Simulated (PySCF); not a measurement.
## Correlation energy of S⁺ (sulfur, charge +1)

[Ne] 3s1 3p4, high-spin 4P determinant (an excited configuration). Calculation: PySCF 2.14, in x2c-QZVPPall; scalar relativity by spin-free X2C-1e. Frozen: [Ne]; 5 electrons correlated.

```
  level  correlation energy (mhartree)
   CCSD                        -132.65
    (T)                          -9.19
CCSD(T)                        -141.84
```

Diagnostics: T1 = 0.019, D1 = 0.0514, largest double amplitude 0.217.

A double-excitation amplitude exceeds 0.15, a sign of near-degeneracy.

Cost of the coupled-cluster step: roughly 9 core-seconds, for 5 correlated electrons.

Iterations:

```
CC2 = 0
CCSD nocc = (np.int64(4), np.int64(1)), nmo = (65, 65)
frozen orbitals [[0, 1, 2, 3, 4], [0, 1, 2, 3, 4]]
max_cycle = 100
direct = 0
conv_tol = 1e-08
conv_tol_normt = 1e-06
diis_space = 8
diis_start_cycle = 0
Init t2, MP2 energy = -0.0969443185179092
Init E_corr(UCCSD) = -0.0969443185184441
cycle = 1  E_corr(UCCSD) = -0.11515983752963  dE = -0.018215519  norm(t1,t2) = 0.0823654
cycle = 2  E_corr(UCCSD) = -0.122271399092989  dE = -0.00711156156  norm(t1,t2) = 0.0501893
cycle = 3  E_corr(UCCSD) = -0.132827698898724  dE = -0.0105562998  norm(t1,t2) = 0.0335556
cycle = 4  E_corr(UCCSD) = -0.132310310588103  dE = 0.000517388311  norm(t1,t2) = 0.00474215
cycle = 5  E_corr(UCCSD) = -0.132342962377105  dE = -3.2651789e-05  norm(t1,t2) = 0.00614751
cycle = 6  E_corr(UCCSD) = -0.1328523608572  dE = -0.00050939848  norm(t1,t2) = 0.0125394
cycle = 7  E_corr(UCCSD) = -0.132617056342055  dE = 0.000235304515  norm(t1,t2) = 0.000953613
cycle = 8  E_corr(UCCSD) = -0.132623197306857  dE = -6.1409648e-06  norm(t1,t2) = 0.00044142
cycle = 9  E_corr(UCCSD) = -0.132661102981649  dE = -3.79056748e-05  norm(t1,t2) = 0.000168215
cycle = 10  E_corr(UCCSD) = -0.132650366848774  dE = 1.07361329e-05  norm(t1,t2) = 6.3238e-05
cycle = 11  E_corr(UCCSD) = -0.132650624927449  dE = -2.58078675e-07  norm(t1,t2) = 1.86936e-05
cycle = 12  E_corr(UCCSD) = -0.132650947433384  dE = -3.22505935e-07  norm(t1,t2) = 5.82534e-06
cycle = 13  E_corr(UCCSD) = -0.132650830601375  dE = 1.16832009e-07  norm(t1,t2) = 2.94528e-06
cycle = 14  E_corr(UCCSD) = -0.132650841168744  dE = -1.05673683e-08  norm(t1,t2) = 1.39684e-06
cycle = 15  E_corr(UCCSD) = -0.132650855950699  dE = -1.47819549e-08  norm(t1,t2) = 1.1617e-05
cycle = 16  E_corr(UCCSD) = -0.132650875127825  dE = -1.91771263e-08  norm(t1,t2) = 4.73902e-07
cycle = 17  E_corr(UCCSD) = -0.13265087543974  dE = -3.11914605e-10  norm(t1,t2) = 8.33997e-08
UCCSD converged
E(UCCSD) = -398.0050829233712  E_corr = -0.1326508754397396
UCCSD(T) correction = -0.00918622397440415
```
